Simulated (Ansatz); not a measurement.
Redistribution: C2H6 + C3H7I → CH3I + C4H10

Gas-phase species: C2H6 (ethane) `CC`, singlet; C3H7I `CCCI`, singlet; CH3I (methyl iodide) `CI`, singlet; C4H10 `CCCC`, singlet. The partners trade CH3 for I; both sit on C, so the bond types are kept.

Shapes, held fixed at every level: PBE0-D4/def2-TZVP. Flexible molecules stand in one conformer, not always the lowest. Programs: Ansatz 0.2.0. Electronic energies: no zero-point or thermal term.

| level | kind | ΔE (kJ/mol) | less CCSD(T)/def2-TZVPP |
| --- | --- | --- | --- |
| r2SCAN-D4/def2-TZVPP | meta-GGA | +6.1 | +0.4 |
| PBE0-D4/def2-TZVPP | global hybrid | +6.0 | +0.3 |
| wB97M-V/def2-TZVPP | range-separated hybrid | +4.5 | -1.2 |
| wB97X-V/def2-TZVPP | range-separated hybrid | +4.0 | -1.7 |
| B2PLYP/def2-TZVPP | double hybrid | +5.0 | -0.7 |
| MP2/def2-TZVPP | perturbation theory | +8.8 | +3.1 |
| CCSD/def2-TZVPP | coupled cluster or CI | +4.3 | -1.4 |
| CCSD(T)/def2-TZVPP | coupled cluster or CI | +5.7 | 0.0 |

The highest level, CCSD(T)/def2-TZVPP, gives ΔE = +5.7 kJ/mol; the levels span +4.0 to +8.8. The column of differences is taken from that level and isn't an error. No measured value is set beside it here. For atoms past krypton def2 sets carry core potentials with scalar relativity. Outer-core shells of I are correlated, in sets that cover them unevenly.
